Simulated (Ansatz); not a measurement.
Cartesian coordinates in Å:
```
C 1.382 1.311 -0.163
Al 0.471 -0.404 0.210
C -0.383 -1.344 -1.305
N -1.199 0.265 1.237
H 1.645 1.864 0.746
H 2.322 1.142 -0.700
H 0.785 1.980 -0.794
H 1.087 -1.319 1.386
H 0.374 -1.789 -1.961
H -1.034 -2.166 -0.988
H -0.980 -0.676 -1.936
H -1.781 -0.517 1.519
H -0.924 0.765 2.076
H -1.766 0.889 0.672
```

Total charge 0; spin multiplicity 1.

(1) List the r2SCAN/def2-TZVPP orbital energies in eV (the Gaussian-basis code of Ansatz). (Best estimate.)

Answers

(1) Computed: Occupied: -1515.10, -387.12, -271.38, -271.38, -108.63, -68.93, -68.78, -68.75, -24.66, -16.82, -16.60, -13.97, -13.95, -10.79, -9.23, -9.12, -8.96, -8.93, -7.70, -5.99, -5.89. Lowest empty: -0.19, 1.19, 1.42, 1.88, 2.38, 2.70, 3.35, 3.53.
